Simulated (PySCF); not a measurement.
Computed IR spectrum (relative IR intensity) of a molecule C5H8O. The structure is a stationary point at ωB97X-D3(BJ)/def2-SVP. One conformer was computed; it need not be the lowest. Level of theory: ωB97X-D3(BJ)/def2-SVP (PySCF). No scaling factor is applied to the harmonic values.

| ν (cm⁻¹) | relative intensity |
|---|---|
| 31 | 4.1 |
| 514 | 3.7 |
| 535 | 14 |
| 727 | 2.1 |
| 950 | 18 |
| 1099 | 7.4 |
| 1194 | 8.7 |
| 1283 | 2.2 |
| 1332 | 4.5 |
| 1411 | 4.9 |
| 1420 | 2.8 |
| 1452 | 3.8 |
| 1465 | 8.2 |
| 1476 | 4.1 |
| 1771 | 16 |
| 1891 | 100 |
| 2937 | 46 |
| 3061 | 7.0 |
| 3087 | 4.4 |
| 3142 | 4.6 |
| 3162 | 3.7 |
| 3179 | 6.2 |
| 3265 | 4.2 |

Question: Pick the molecule that these values belong to.
A. O=CC1CCC1
B. CC1=CO[C@H]1C
C. C=C(C)CC=O
D. C=C1CO[C@H]1C

Answer: C, C=C(C)CC=O
